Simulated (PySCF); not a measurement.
**Radial density of Sn⁺ (tin, charge +1)**

UHF, [Kr] 4d10 5s2 5p1, 2P determinant. Calculation: PySCF 2.14, in aug-cc-pwCVDZ-PP with ECP28MDF (6s5p4d1f, 48 functions); scalar relativity through the core potential. This is the valence pseudo-density: the core potential removes the inner electrons and smooths the orbitals near the nucleus.

```tsv
r (bohr)	4πr²ρ (e/bohr)	4πr²(ρα − ρβ)
0.00821	2.286e-05	0.0000
0.0138	6.107e-05	0.0000
0.0232	0.0001482	0.0000
0.0391	0.0002935	0.0000
0.0657	0.0005940	0.0000
0.111	0.003987	0.0000
0.186	0.05260	0.0001
0.313	0.9355	0.0020
0.526	11.36	0.0339
0.885	21.98	0.0030
1.49	6.431	0.1239
2.50	1.623	0.4419
4.21	0.2436	0.1362
7.08	0.005309	0.0047
11.9	2.224e-05	0.0000
```

Energies and moments cover only the electrons outside the core potential.
